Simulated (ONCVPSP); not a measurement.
**O (Z = 8) ONCV: all-electron and pseudo phase curves**

- Element: O (Z = 8)
- Generator: ONCVPSP 4.0.1
- Type: optimised norm-conserving Vanderbilt (ONCV)
- Functional: PBEsol
- Relativity: scalar-relativistic
- Frozen core: none
- Valence charge: 8
- Reference configuration: 1s2 2s2 2p4
- Partial waves: 1s+2s: rc 0.40 bohr, ncon 4, nbas 8, qcut 29.8 1/bohr, 2 projectors; 2p: rc 1.55 bohr, ncon 4, nbas 7, qcut 9.5 1/bohr, 1 projector; d scattering state at 0.38 Ha: rc 1.35 bohr, ncon 5, nbas 9, qcut 6 1/bohr, 2 projectors, debl 4 Ha
- Local potential: polynomial inside 0.30 bohr (lpopt 4, dvloc0 0 Ha)
- Core correction: none

The phase is arctan(r·R′/R) of the radial function R(r), unwrapped; energies in Ha, scanned from -12 to 5 Ha. A pole is an energy at which the radial function vanishes at the test radius. The pseudo phase is shifted by a multiple of π to meet the all-electron one at the reference energy, and phase errors are pseudo minus all-electron; the curves can meet again beyond the range given. Levels narrower than the energy grid can be missing from the lists of poles. n/a: not evaluated, since a narrow level or a reset projector energy made the automatic matching unsafe.

Q: For each channel, where are the poles, and over which energies does the pseudopotential scatter like the atom?

A:

```tsv
channel	radius (bohr)	reference energy (Ha)	poles, all-electron	poles, pseudo	unbroken range about the reference energy with phases within 0.05 rad	phase error 1 Ha above the reference energy (rad)
s	0.41	-0.87	none	none	the whole range	+0.000
p	1.57	-0.33	0.35	0.36	below 1.6	+0.008
d	1.37	0.38	none	none	n/a	n/a
```

Note: ghosts flagged at negative energy: d at -151.8 eV; no localised positive-energy state flagged. A true bound ghost makes a file unfit for plane-wave use.

Phases in the s channel:

```
E (Ha)  all-electron  pseudo
-11.96         1.433   1.433
-11.52         1.416   1.416
-11.08         1.399   1.399
-10.64         1.383   1.383
-10.20         1.368   1.368
 -9.76         1.353   1.353
 -9.32         1.338   1.338
 -8.88         1.323   1.323
 -8.44         1.309   1.309
 -8.00         1.295   1.295
 -7.56         1.280   1.280
 -7.12         1.266   1.266
 -6.68         1.252   1.252
 -6.24         1.238   1.238
 -5.80         1.224   1.224
 -5.36         1.210   1.210
 -4.92         1.196   1.196
 -4.48         1.182   1.182
 -4.04         1.167   1.167
 -3.60         1.153   1.153
 -3.16         1.138   1.138
 -2.72         1.122   1.122
 -2.28         1.107   1.107
 -1.84         1.091   1.091
 -1.40         1.075   1.075
 -0.96         1.058   1.058
 -0.52         1.041   1.041
 -0.08         1.023   1.023
  0.36         1.005   1.005
  0.80         0.986   0.986
  1.24         0.966   0.966
  1.68         0.946   0.946
  2.12         0.925   0.925
  2.56         0.903   0.903
  3.00         0.881   0.881
  3.44         0.857   0.857
  3.88         0.833   0.833
  4.32         0.807   0.807
  4.76         0.780   0.780
```
